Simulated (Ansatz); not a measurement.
The cluster Zn5⁺, relaxed as a doublet with UKS PBE/def2-SVP in Ansatz, starting from the GFN1-xTB geometry. Force threshold 0.02 eV/Å.

The structure comes from a short search, and lower isomers may exist.

Start:

```csv
atom,x (Å),y (Å),z (Å)
Zn1,0.410,-0.812,1.439
Zn2,1.244,0.829,-0.895
Zn3,-1.664,-0.059,-0.490
Zn4,-0.357,1.679,1.017
Zn5,0.368,-1.637,-1.071
```

```
step   energy (eV)  largest force component (eV/Å)  SCF passes
   1  -242021.2327                           0.318          18
   2  -242021.3411                           0.130          25
   3  -242021.3413                           0.143          21
   4  -242021.3462                           0.009          21
```

Force components are those of the run's own axes.

End:

```xyz
5

Zn    0.397   -0.742    1.320
Zn    1.088    0.758   -0.828
Zn   -1.486   -0.018   -0.488
Zn   -0.382    1.751    1.097
Zn    0.383   -1.748   -1.102
```

By distances, no bond broke or formed. The bond that changes most is Zn2–Zn3, from 3.07 to 2.71 Å (atoms count from 1). The end is the same structure that another start reached, the lowest one found.

No frequencies were taken in this run, so the end may be a saddle point.

It took 11 s on 4 threads of Arm Neoverse V2 on a shared host.
